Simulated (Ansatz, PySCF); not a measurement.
C3H10OSi2, SMILES C[SiH2][SiH2]C(C)=O. Atoms are numbered in the order given.

```xyz
16

C      3.2669     0.3239     0.7094
Si     1.4209     0.3002     1.1044
Si     0.1335     0.2634    -0.8388
C     -1.6984     0.2416    -0.1954
C     -2.8606     0.2155    -1.1632
O     -1.8674     0.2499     1.0082
H      3.5577    -0.5690     0.1336
H      3.5309     1.2139     0.1165
H      3.8646     0.3418     1.6344
H      1.0806    -0.9118     1.9057
H      1.0445     1.5168     1.8824
H      0.3320     1.4615    -1.7139
H      0.3683    -0.9433    -1.6930
H     -2.8145     1.0970    -1.8242
H     -3.8119     0.2061    -0.6112
H     -2.7879    -0.6756    -1.8087
```

Geometry: ωB97X-D3(BJ)/def2-SVP. This is a generated structure with no PubChem entry under its InChIKey; it may be hypothetical. One conformer was computed; it need not be the lowest.

Two levels are set side by side: PBE-D3(BJ)/def2-SVP (Ansatz, a quantum-chemistry and plane-wave program) and ωB97X-D3(BJ)/def2-SVP (PySCF). Each level has its own optimised geometry; the coordinates shown are those of the second. Frequencies come from the Hessian of PySCF at each geometry. Differences are taken from unrounded values.

```tsv
quantity	ωB97X-D3(BJ)
mean bond length (Å)	1.432
bond C1–Si2 (Å)	1.888
bond Si2–Si3 (Å)	2.331
bond Si3–C4 (Å)	1.942
bond C4–C5 (Å)	1.513
bond C4–O6 (Å)	1.215
bond C1–H7 (Å)	1.102
bond C1–H8 (Å)	1.102
bond C1–H9 (Å)	1.102
bond Si2–H10 (Å)	1.492
bond Si2–H11 (Å)	1.492
bond Si3–H12 (Å)	1.497
bond Si3–H13 (Å)	1.497
bond C5–H14 (Å)	1.103
bond C5–H15 (Å)	1.100
bond C5–H16 (Å)	1.103
highest harmonic wavenumber (cm⁻¹)	3188
mean harmonic wavenumber (cm⁻¹)	1236
zero-point energy (kcal/mol)	74.23
```

Q: What does PBE-D3(BJ) give, and how far is it from ωB97X-D3(BJ)? (An estimate is asked for; the answer gives what the named calculation found.)

A: 
```
quantity                            PBE-D3(BJ)  PBE-D3(BJ) minus ωB97X-D3(BJ)
----------------------------------  ----------  -----------------------------
mean bond length (Å)                     1.443                          0.011
bond C1–Si2 (Å)                          1.898                          0.010
bond Si2–Si3 (Å)                         2.350                          0.019
bond Si3–C4 (Å)                          1.968                          0.026
bond C4–C5 (Å)                           1.514                          0.002
bond C4–O6 (Å)                           1.224                          0.008
bond C1–H7 (Å)                           1.108                          0.007
bond C1–H8 (Å)                           1.108                          0.007
bond C1–H9 (Å)                           1.109                          0.007
bond Si2–H10 (Å)                         1.506                          0.014
bond Si2–H11 (Å)                         1.506                          0.014
bond Si3–H12 (Å)                         1.512                          0.015
bond Si3–H13 (Å)                         1.512                          0.015
bond C5–H14 (Å)                          1.111                          0.008
bond C5–H15 (Å)                          1.108                          0.008
bond C5–H16 (Å)                          1.111                          0.008
highest harmonic wavenumber (cm⁻¹)        3086                           -102
mean harmonic wavenumber (cm⁻¹)           1182                            -55
zero-point energy (kcal/mol)             70.96                          -3.27
```

GGA bonds tend to be longer and softer than those of functionals with exact exchange. Differences between two approximate levels are no errors against the true value.
